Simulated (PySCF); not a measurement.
## Which determinant of SiPd lies lowest?

Unrestricted PBE0; PySCF, scalar-relativistic core potentials, basis sets Si def2-TZVPP, Pd def2-TZVPP with ECP28. Outer shells of the fragments: Si 3s2 3p2; Pd 4d10.

Followed along the bond (rough minima from three points):

```tsv
2Ms+1	unpaired	⟨S²⟩ at the start	R at minimum (Å)	Te (eV)
1	none	0.00	2.09	0.00
3	σ ↑, π ↑	2.02	2.15	0.29
1	σ ↑, π ↓	1.02	2.16	0.44
3	π ↑↑	2.06	2.20	1.28
1	π ↑↓	1.02	2.19	1.51
3	π ↑, δ ↑	2.01	2.33	1.71
```

Solutions found at the starting distance of 2.300 Å, counted from the lowest of them; the search is not exhaustive and high or unbound solutions are not listed, so other states can lie among these:

```tsv
2Ms+1	unpaired	term	E (eV)	⟨S²⟩	⟨Lz²⟩	μ (D)
1	none	¹Σ⁺	0.00	0.00	0.00	0.01
3	σ ↑, π ↑	³Π	0.12	2.02	1.02	1.21
1	σ ↑, π ↓	mixed	0.26	1.02	1.02	1.31
3	π ↑↑	³Σ⁻	1.02	2.06	0.00	2.82
1	π ↑↓	mixed	1.26	1.02	2.04	2.77
3	π ↑, δ ↑	mixed	1.40	2.01	5.00	1.47
```

A term symbol is given only where ⟨S²⟩ and ⟨Lz²⟩ are close to those of a pure state; real π, δ and φ orbitals otherwise mix terms. A positive dipole means Si(−)Pd(+).

**Question.** Compare the gap between the two lowest followed solutions at the starting distance with the gap between their minima.

**Answer.** At PBE0 the second solution (triplet, unpaired electrons σ ↑, π ↑) lies +0.12 eV from the first (singlet, closed shell) at 2.300 Å and +0.29 eV at the minima; the two curves relax by different amounts, since their minima lie near 2.15 and 2.09 Å.

Spin–orbit coupling is left out.
